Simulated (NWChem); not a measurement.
System: silicon monosulfide (SiS, singlet); SMILES [Si]=S

The following NWChem deck was run.

```
start job
memory heap 200 mb stack 900 mb global 1100 mb
geometry units angstroms noautosym nocenter noautoz
  Si     0.000000     0.000000     1.031651
  S      0.000000     0.000000    -0.898310
end
basis spherical
  Si library cc-pvtz
  S library cc-pvtz
end
dft
  xc b3lyp
  iterations 150
end
tddft
  cis
  ecut -63.0
  nroots 6
  notriplet
end
task tddft energy
```

Parts of the log:

```
             Northwest Computational Chemistry Package (NWChem) 7.3.0
             --------------------------------------------------------

                             Geometry "geometry" -> ""
                             -------------------------

 Output coordinates in angstroms (scale by  1.889725989 to convert to a.u.)

  No.       Tag          Charge          X              Y              Z
 ---- ---------------- ---------- -------------- -------------- --------------
    1 Si                  14.0000     0.00000000     0.00000000     1.03165100
    2 S                   16.0000     0.00000000     0.00000000    -0.89831000

 Effective nuclear repulsion energy (a.u.)      61.4187041997

                                 NWChem DFT Module
                                 -----------------

 Summary of "ao basis" -> "ao basis" (spherical)
 ------------------------------------------------------------------------------
       Tag                 Description            Shells   Functions and Types
 ---------------- ------------------------------  ------  ---------------------
 Si                         cc-pvtz                 12       34   5s4p2d1f
 S                          cc-pvtz                 12       34   5s4p2d1f

            General Information
            -------------------
          SCF calculation type: DFT
          Wavefunction type:  closed shell.
          No. of atoms     :     2
          No. of electrons :    30
           Alpha electrons :    15
            Beta electrons :    15
          Charge           :     0
          Spin multiplicity:     1
          Use of symmetry is: off; symmetry adaption is: off
          Maximum number of iterations: 150
          AO basis - number of functions:    68
                     number of shells:    24
          Convergence on energy requested:  1.00D-06
          Convergence on density requested:  1.00D-05
          Convergence on gradient requested:  5.00D-04

              XC Information
              --------------
                         B3LYP Method XC Potential
                     Hartree-Fock (Exact) Exchange  0.200
                        Slater Exchange Functional  0.800 local
                    Becke 1988 Exchange Functional  0.720 non-local
              Lee-Yang-Parr Correlation Functional  0.810
                  VWN I RPA Correlation Functional  0.190 local

             Grid Information
             ----------------
          Grid used for XC integration:  medium
          Radial quadrature: Mura-Knowles
          Angular quadrature: Lebedev.
          Tag              B.-S. Rad. Rad. Pts. Rad. Cut. Ang. Pts.
          ---              ---------- --------- --------- ---------
          Si                  1.10       88           8.0       590
          S                   1.00       88           8.0       590
          Grid pruning is: on
          Number of quadrature shells:   176
          Spatial weights used:  Erf1

      Superposition of Atomic Density Guess
      -------------------------------------

 Sum of atomic energies:        -686.32787515

      Non-variational initial energy
      ------------------------------

 Total energy =    -686.537462
 1-e energy   =   -1072.206549
 2-e energy   =     324.250382
 HOMO         =      -0.284525
 LUMO         =      -0.036586

   convergence    iter        energy       DeltaE   RMS-Dens  Diis-err
 ---------------- ----- ----------------- --------- --------- ---------
 d= 0,ls=0.0,diis     1   -687.7029820345 -7.49D+02  1.68D-02  4.61D-01
 d= 0,ls=0.0,diis     2   -687.3711573692  3.32D-01  1.28D-02  2.07D+00
 d= 0,ls=0.0,diis     3   -687.7496446924 -3.78D-01  1.89D-03  5.25D-02
 d= 0,ls=0.0,diis     4   -687.7585865289 -8.94D-03  5.23D-04  1.04D-03
 d= 0,ls=0.0,diis     5   -687.7587208096 -1.34D-04  1.18D-04  2.57D-04
  Resetting Diis
 d= 0,ls=0.0,diis     6   -687.7587625647 -4.18D-05  2.87D-05  7.48D-06
 d= 0,ls=0.0,diis     7   -687.7587641568 -1.59D-06  2.37D-06  1.24D-08
 d= 0,ls=0.0,diis     8   -687.7587641538  2.99D-09  1.70D-06  2.76D-08

         Total DFT energy =     -687.758764153814
      One electron energy =    -1073.523531658484
           Coulomb energy =      370.913539902408
    Exchange-Corr. energy =      -46.567476597425
 Nuclear repulsion energy =       61.418704199687

 Numeric. integr. density =       30.000000104268

                       DFT Final Molecular Orbital Analysis
                       ------------------------------------

 Vector   13  Occ=2.000000D+00  E=-2.929208D-01
              MO Center=  5.5D-09, -1.6D-09, -4.4D-01, r^2= 2.0D+00
   Bfn.  Coefficient  Atom+Function         Bfn.  Coefficient  Atom+Function
  ----- ------------  ---------------      ----- ------------  ---------------
    43      0.439908  2 S  px                49      0.289183  2 S  px
     9      0.235480  1 Si px                46      0.196765  2 S  px
    15      0.147669  1 Si px                44     -0.085130  2 S  py
    50     -0.055962  2 S  py                10     -0.045570  1 Si py
    21      0.041724  1 Si d  1              26      0.041879  1 Si d  1

 Vector   14  Occ=2.000000D+00  E=-2.929208D-01
              MO Center=  4.3D-10,  2.7D-09, -4.4D-01, r^2= 2.0D+00
   Bfn.  Coefficient  Atom+Function         Bfn.  Coefficient  Atom+Function
  ----- ------------  ---------------      ----- ------------  ---------------
    44      0.439908  2 S  py                50      0.289183  2 S  py
    10      0.235480  1 Si py                47      0.196765  2 S  py
    16      0.147669  1 Si py                43      0.085130  2 S  px
    49      0.055962  2 S  px                 9      0.045570  1 Si px
    19     -0.041724  1 Si d -1              24     -0.041879  1 Si d -1

 Vector   15  Occ=2.000000D+00  E=-2.869512D-01
              MO Center= -2.9D-09, -1.6D-09,  4.9D-01, r^2= 3.2D+00
   Bfn.  Coefficient  Atom+Function         Bfn.  Coefficient  Atom+Function
  ----- ------------  ---------------      ----- ------------  ---------------
     5      0.397305  1 Si s                 11      0.369156  1 Si pz
    45     -0.351723  2 S  pz                51     -0.246990  2 S  pz
     3      0.233421  1 Si s                 48     -0.171805  2 S  pz
    17      0.146664  1 Si pz                39      0.075150  2 S  s
    14      0.061587  1 Si pz                 4      0.048160  1 Si s

 Vector   16  Occ=0.000000D+00  E=-9.059795D-02
              MO Center= -8.2D-10, -6.2D-10,  7.1D-01, r^2= 3.4D+00
   Bfn.  Coefficient  Atom+Function         Bfn.  Coefficient  Atom+Function
  ----- ------------  ---------------      ----- ------------  ---------------
    16      0.451041  1 Si py                15      0.407265  1 Si px
    10      0.334535  1 Si py                 9      0.302067  1 Si px
    50     -0.273812  2 S  py                49     -0.247237  2 S  px
    44     -0.189275  2 S  py                43     -0.170905  2 S  px
    47     -0.097832  2 S  py                46     -0.088337  2 S  px

 Vector   17  Occ=0.000000D+00  E=-9.059795D-02
              MO Center=  1.0D-09, -1.0D-09,  7.1D-01, r^2= 3.4D+00
   Bfn.  Coefficient  Atom+Function         Bfn.  Coefficient  Atom+Function
  ----- ------------  ---------------      ----- ------------  ---------------
    15      0.451041  1 Si px                16     -0.407265  1 Si py
     9      0.334535  1 Si px                10     -0.302067  1 Si py
    49     -0.273812  2 S  px                50      0.247237  2 S  py
    43     -0.189275  2 S  px                44      0.170905  2 S  py
    46     -0.097832  2 S  px                47      0.088337  2 S  py

 Vector   18  Occ=0.000000D+00  E= 3.645246D-02
              MO Center=  1.0D-10, -9.5D-09,  7.6D-01, r^2= 5.7D+00
   Bfn.  Coefficient  Atom+Function         Bfn.  Coefficient  Atom+Function
  ----- ------------  ---------------      ----- ------------  ---------------
    39      1.671169  2 S  s                 17      1.630309  1 Si pz
     5     -1.505957  1 Si s                 51      0.971385  2 S  pz
    11      0.290450  1 Si pz                45      0.230582  2 S  pz
    25      0.109719  1 Si d  0              37      0.103332  2 S  s
    36     -0.096633  2 S  s                  3     -0.088450  1 Si s

     Multipole analysis of the density
     ---------------------------------

     L   x y z        total         alpha         beta         nuclear
     -   - - -        -----         -----         ----         -------
     0   0 0 0     -0.000000    -15.000000    -15.000000     30.000000

     1   1 0 0     -0.000000     -0.000000     -0.000000      0.000000
     1   0 1 0     -0.000000     -0.000000     -0.000000      0.000000
     1   0 0 1      0.689232      0.278330      0.278330      0.132572

[...]

                                NWChem TDDFT Module
                                -------------------

            General Information
            -------------------
           No. of orbitals :     136
            Alpha orbitals :      68
             Beta orbitals :      68
        Alpha frozen cores :       0
         Beta frozen cores :       0
     Alpha frozen virtuals :       0
      Beta frozen virtuals :       0
         Spin multiplicity :       1
    Number of AO functions :      68
        Use of symmetry is : off
      Symmetry adaption is : off
         Schwarz screening :  0.10D-07

              XC Information
              --------------
                  B3LYP Method XC Potential
              Hartree-Fock (Exact) Exchange   0.20
                 Slater Exchange Functional   0.80 local
             Becke 1988 Exchange Functional   0.72 non-local
       Lee-Yang-Parr Correlation Functional   0.81
           VWN I RPA Correlation Functional   0.19 local

             TDDFT Information
             -----------------
          Calculation type : Tamm-Dancoff TDDFT
         Wavefunction type : Restricted singlets
          No. of electrons :      30
           Alpha electrons :      15
            Beta electrons :      15
              No. of roots :       6
          Max subspacesize :    5200
            Max iterations :     100
               Target root :       1
           Target symmetry : none
             Energy Cutoff :-0.63D+02
      Symmetry restriction : off
                 Algorithm : Optimal
        Davidson threshold :  0.10D-03

    6 smallest eigenvalue differences (eV)
--------------------------------------------------------
  No. Spin  Occ  Vir  Irrep   E(Occ)    E(Vir)   E(Diff)
--------------------------------------------------------
    1    1    2   16 a       -66.183    -0.091  1798.458
    2    1    2   17 a       -66.183    -0.091  1798.458
    3    1    2   18 a       -66.183     0.036  1801.915
    4    1    2   19 a       -66.183     0.144  1804.833
    5    1    2   20 a       -66.183     0.189  1806.063
    6    1    2   21 a       -66.183     0.189  1806.063
--------------------------------------------------------

  Entering Davidson iterations
  Restricted singlet excited states

  Iter   NTrls   NConv    DeltaV     DeltaE      Time
  ----  ------  ------  ---------  ---------  ---------
    1      6       0     0.44E-01   0.10+100       15.0
    2     12       0     0.36E-02   0.31E-02       13.3
    3     18       2     0.79E-03   0.19E-04       13.7
    4     22       6     0.62E-04   0.99E-07       13.1
  ----  ------  ------  ---------  ---------  ---------
  Convergence criterion met

  Ground state a        -687.758764153814 a.u.

  ----------------------------------------------------------------------------
  Root   1 singlet a             66.011046248 a.u.             1796.2527 eV
  ----------------------------------------------------------------------------
     Transition Moments    X  0.00796   Y  0.00891   Z -0.00000
     Dipole Oscillator Strength                    0.0062821866
     Electric Quadrupole                           0.0008424046
     Magnetic Dipole                               0.0013709188
     Total Oscillator Strength                     0.0084955101

     Occ.    2  a   ---  Virt.   16  a        0.99610
     Occ.    2  a   ---  Virt.   26  a       -0.06703
  ----------------------------------------------------------------------------
  Root   2 singlet a             66.011046249 a.u.             1796.2527 eV
  ----------------------------------------------------------------------------
     Transition Moments    X  0.00891   Y -0.00796   Z  0.00000
     Dipole Oscillator Strength                    0.0062821866
     Electric Quadrupole                           0.0008424046
     Magnetic Dipole                               0.0013709188
     Total Oscillator Strength                     0.0084955100

     Occ.    2  a   ---  Virt.   17  a        0.99610
     Occ.    2  a   ---  Virt.   27  a       -0.06703
  ----------------------------------------------------------------------------
  Root   3 singlet a             66.156435244 a.u.             1800.2090 eV
  ----------------------------------------------------------------------------
     Transition Moments    X -0.00000   Y  0.00000   Z  0.00583
     Dipole Oscillator Strength                    0.0014966290
     Electric Quadrupole                           0.0003010638
     Magnetic Dipole                               0.0000000000
     Total Oscillator Strength                     0.0017976927

     Occ.    2  a   ---  Virt.   18  a        0.99060
     Occ.    2  a   ---  Virt.   19  a        0.06673
     Occ.    2  a   ---  Virt.   25  a       -0.10858
  ----------------------------------------------------------------------------
  Root   4 singlet a             66.263950315 a.u.             1803.1346 eV
  ----------------------------------------------------------------------------
     Transition Moments    X  0.00000   Y -0.00000   Z -0.00300
     Dipole Oscillator Strength                    0.0003978023
     Electric Quadrupole                           0.0000519416
     Magnetic Dipole                               0.0000000000
     Total Oscillator Strength                     0.0004497438

     Occ.    2  a   ---  Virt.   18  a        0.06437
     Occ.    2  a   ---  Virt.   19  a       -0.99703
  ----------------------------------------------------------------------------
  Root   5 singlet a             66.300464782 a.u.             1804.1282 eV
  ----------------------------------------------------------------------------
     Transition Moments    X  0.00000   Y  0.00000   Z -0.00000
     Dipole Oscillator Strength                    0.0000000000
     Electric Quadrupole                           0.0000001491
     Magnetic Dipole                               0.0000000000
     Total Oscillator Strength                     0.0000001491

     Occ.    2  a   ---  Virt.   20  a       -0.99888
  ----------------------------------------------------------------------------
  Root   6 singlet a             66.300464819 a.u.             1804.1282 eV
  ----------------------------------------------------------------------------
     Transition Moments    X  0.00000   Y -0.00000   Z  0.00000
     Dipole Oscillator Strength                    0.0000000000
     Electric Quadrupole                           0.0000001491
     Magnetic Dipole                               0.0000000000
     Total Oscillator Strength                     0.0000001491

     Occ.    2  a   ---  Virt.   21  a        0.99888

              Target root =      1
          Target symmetry = none
      Ground state energy =   -687.758764153814
        Excitation energy =     66.011046248408
     Excited state energy =   -621.747717905406

  stored tddft:energy   -621.74771790540581
```

Level: B3LYP/cc-pVTZ, restricted-window TDA. Low-valent species are run as closed-shell singlets; no triplet was tried in these runs. Structure relaxed at the PBE0-D3(BJ)/def2-TZVP level. The quadrupole and magnetic terms of the printed total strengths depend on the origin.
